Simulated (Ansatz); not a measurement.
A nudged elastic band was laid between two geometries of CH5ClOSSi (10 atoms, charge 0, multiplicity 1).

All numbers below come from RKS PBE0/def2-SVP (Ansatz 0.2.0).

```json
{"movable images": "9", "climbing image": "yes", "spring": "5.0 eV/Å²", "optimiser": "quadratic models (default)", "start path": "through a guess of the saddle point", "force threshold": "0.05 eV/Å", "iteration limit": "60", "end points": "relaxed"}
```

Initial state:

```xyz
10
Properties=species:S:1:pos:R:3
O 0.485 0.724 1.606
C 0.635 -0.368 0.807
Cl 2.149 -0.253 -0.263
Si -0.805 -0.587 -0.434
S -0.998 1.370 -1.306
H 0.126 1.446 1.062
H 0.833 -1.244 1.441
H -0.525 -1.666 -1.419
H -2.093 -0.825 0.279
H 0.276 1.353 -1.770
```

Final state:

```xyz
10
Properties=species:S:1:pos:R:3
O 1.335 0.897 0.670
C 0.479 -0.158 0.889
Cl 1.382 -1.718 1.224
Si -0.676 -0.537 -0.584
S -1.950 1.155 -0.931
H 1.849 0.722 -0.130
H -0.076 0.058 1.813
H 0.232 -0.811 -1.739
H -1.569 -1.693 -0.311
H -0.923 2.035 -0.897
```

Problem. Which bonds break or form, and what moves?

Solution. No bond is made or broken. The dihedral H7–C2–Si4–H9 goes from 62 to -58°.

Problem. What energy profile does the band end with?

Solution. The run converged. The highest image is number 5 of 0 to 10, 0.231 eV above the first end and 0.103 eV above the last; the last end lies 0.127 eV above the first. A vibrational analysis at the climbing image gives one clearly imaginary mode, 56i cm⁻¹: a first-order saddle point.

```tsv
image	path coordinate (Å)	energy (eV)	dihedral H7–C2–Si4–H9 (°)
0	0.00	0.000	62
1	0.58	0.031	49
2	1.17	0.096	34
3	1.76	0.163	20
4	2.34	0.212	6
5	2.93	0.231	-8
6	3.53	0.229	-24
7	4.14	0.219	-37
8	4.76	0.182	-45
9	5.38	0.143	-53
10	5.99	0.127	-58
```

Problem. What is the geometry of the highest image?

Solution. 
```xyz
10
Properties=species:S:1:pos:R:3:forces:R:3
O 0.959 0.895 1.362 -0.01 0.02 0.01
C 0.572 -0.361 1.013 -0.01 -0.01 -0.01
Cl 1.992 -1.465 0.583 0.00 0.01 0.00
Si -0.608 -0.486 -0.503 -0.01 0.02 -0.03
S -1.251 1.555 -0.847 -0.01 0.00 0.02
H 0.920 1.475 0.586 0.01 -0.01 0.00
H 0.146 -0.854 1.899 0.00 0.00 0.00
H 0.093 -0.929 -1.737 0.00 -0.02 0.00
H -1.740 -1.402 -0.181 0.00 0.00 0.01
H -1.000 1.522 -2.173 0.01 -0.01 0.01
```

Problem. What are the harmonic wavenumbers there?

Solution. 56i, 100, 164, 187, 341, 396, 449, 501, 521, 600, 698, 731, 756, 840, 937, 1124, 1237, 1278, 1425, 2247, 2273, 2727, 3129, 3763 cm⁻¹.

The run took 3.9 min on 2 threads of Intel(R) Xeon(R) 6975P-C (Granite Rapids) (shared host), peak memory 0.29 GiB.
